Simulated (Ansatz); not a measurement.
Mulliken charges of `C=C[SiH](Cl)Br` from PBE/def2-TZVPP in Ansatz (PBE0-D4/def2-TZVP geometry).

| atom | x (Å) | y (Å) | z (Å) | charge (e) |
| --- | --- | --- | --- | --- |
| C1 | -1.392 | -0.751 | -0.198 | -0.162 |
| C2 | -0.614 | 0.143 | 0.406 | -0.151 |
| Si3 | 1.133 | 0.376 | -0.123 | 0.472 |
| Cl4 | 1.450 | 2.308 | -0.723 | -0.200 |
| Br5 | 2.505 | -0.060 | 1.560 | -0.189 |
| H6 | -1.029 | -1.367 | -1.016 | 0.092 |
| H7 | -2.425 | -0.910 | 0.097 | 0.106 |
| H8 | -1.012 | 0.740 | 1.222 | 0.090 |
| H9 | 1.471 | -0.526 | -1.243 | -0.059 |

By hand: the dipole of these point charges (1 e Å = 4.8032 D).

Σ q r = (-0.440, -0.297, -0.137) e Å, of length 0.548 e Å = 2.63 D.

How does the dipole of the full density compare? (Best estimate.)

Ansatz gave: (-0.382, -0.204, -0.068) e Å, 2.11 D; the point charges give 1.25 times that, at 8° from its direction.

Point charges leave out the atoms' own dipoles, such as those of lone pairs, and Mulliken's split depends on the basis, so the two needn't agree.
